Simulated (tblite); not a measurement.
Run record: tight-binding relaxation, `C[CH2][GeH2][CH2]CC#C[SiH3]`.

Computed with GFN2-xTB geometry optimisation, gas phase (tblite 0.8.0). Start geometry: from a force field or distance geometry. The input is one job of a driver script: a line of settings, then coordinates in Å.

Command:
```bash
OMP_NUM_THREADS=1 python probes_run.py task.json out
```

Input:
```
{"job": {"kind": "relax", "xc": "GFN2-xTB", "basis": "xTB"}, "charge": 0, "multiplicity": 1}
C     -3.149300    -0.503900     0.549300
C     -2.805900    -0.817800    -0.903400
Ge    -1.560200     0.506000    -1.607800
C      0.059100     0.594700    -0.549800
C      0.749100    -0.775400    -0.513400
C      1.982100    -0.706700     0.261300
C      3.004100    -0.646900     0.905500
Si     4.539700    -0.559100     1.885900
H     -3.616500     0.502800     0.617000
H     -3.885400    -1.253900     0.934400
H     -2.251500    -0.532300     1.184900
H     -3.726300    -0.831300    -1.511000
H     -2.331500    -1.823100    -0.938300
H     -1.201100     0.132500    -3.072300
H     -2.257800     1.908100    -1.593400
H      0.731000     1.352500    -0.972700
H     -0.205700     0.901300     0.494900
H      0.998400    -1.093200    -1.556500
H      0.080000    -1.529300    -0.058100
H      4.399000    -1.392300     3.093500
H      4.783200     0.837500     2.276300
H      5.655200    -1.056200     1.072800
```

Problem. Give the output.

Solution. 
```
step      E/eV     max force
  0    -640.91571    1.363
  1    -641.00060    1.222
  2    -640.98908    3.109
  3    -641.04136    0.282
  4    -641.04686    0.203
  5    -641.05429    0.150
  6    -641.05646    0.169
  7    -641.06037    0.150
  8    -641.06297    0.139
  9    -641.06485    0.090
... (23 lines left out)
 33    -641.07063    0.021
 34    -641.07070    0.020
 35    -641.07075    0.018
 36    -641.07080    0.020
 37    -641.07083    0.017
 38    -641.07086    0.012
 39    -641.07088    0.012
 40    -641.07089    0.011
 41    -641.07091    0.010
 42    -641.07092    0.008
```

«max force» is the largest atomic force in eV/Å.

Problem. From which step on does the largest force stay under 0.1 eV/Å, and how much energy is left to gain from there?

Solution. From step 9 (0.090 eV/Å), 6.1 meV above the end.

Summary of the converged run: energy lowered by 3.6 kcal/mol over 42 steps; largest atomic force 0.008 eV/Å at the end.

Hardware: Arm Neoverse V1, one thread, shared host with 32 logical CPUs at a one-minute load of 25. Cost: 0.4 s of wall time.
Labels such as C1 count atoms from 1, the log's own numbers from 0.
